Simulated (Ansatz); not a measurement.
`[CH3][Al]([CH3])[TeH]` and `[BH2][Al]([CH3])[CH3]` differ in one atom or group.

Ansatz, PBE0-D4/def2-TZVP geometries, multiplicity 1. 

Elements past krypton have def2 core potentials.  Spin–orbit coupling is left out; it splits and shifts lone-pair levels of the heavy atoms by tenths of an eV.

```json
{"property": "size of the dipole moment (B3LYP/def2-TZVPP) / D", "`[CH3][Al]([CH3])[TeH]`": "1.49"}
{"property": "size of the dipole moment (ωB97M-V/def2-TZVPP) / D", "`[CH3][Al]([CH3])[TeH]`": "1.65"}
{"property": "HOMO–LUMO gap (B3LYP/def2-TZVPP) / eV", "`[CH3][Al]([CH3])[TeH]`": "5.38"}
{"property": "HOMO energy (PBE0/def2-TZVPP) / eV", "`[CH3][Al]([CH3])[TeH]`": "-6.54"}
{"property": "HOMO energy (B3LYP/def2-TZVPP) / eV", "`[CH3][Al]([CH3])[TeH]`": "-6.31"}
{"property": "HOMO energy (ωB97M-V/def2-TZVPP) / eV", "`[CH3][Al]([CH3])[TeH]`": "-8.57"}
```

(1) Give the same properties after the change, and the shifts. (Estimate.)

Answers

(1) Ansatz gave: 
```csv
property,`[BH2][Al]([CH3])[CH3]`,shift
size of the dipole moment (B3LYP/def2-TZVPP) / D,0.44,-1.05
size of the dipole moment (ωB97M-V/def2-TZVPP) / D,0.41,-1.24
HOMO–LUMO gap (B3LYP/def2-TZVPP) / eV,4.53,-0.85
HOMO energy (PBE0/def2-TZVPP) / eV,-6.98,-0.44
HOMO energy (B3LYP/def2-TZVPP) / eV,-6.79,-0.48
HOMO energy (ωB97M-V/def2-TZVPP) / eV,-9.13,-0.56
```

With PBE0 the HOMO falls by 0.44 eV and the LUMO falls by 1.30 eV, so the gap narrows by about 0.86 eV. PBE moves the HOMO by -0.26 eV and ωB97M-V by -0.56 eV. Dipoles are sizes alone; their direction can turn.

B3LYP here is the variant with VWN-RPA as its local correlation; programs differ in this.
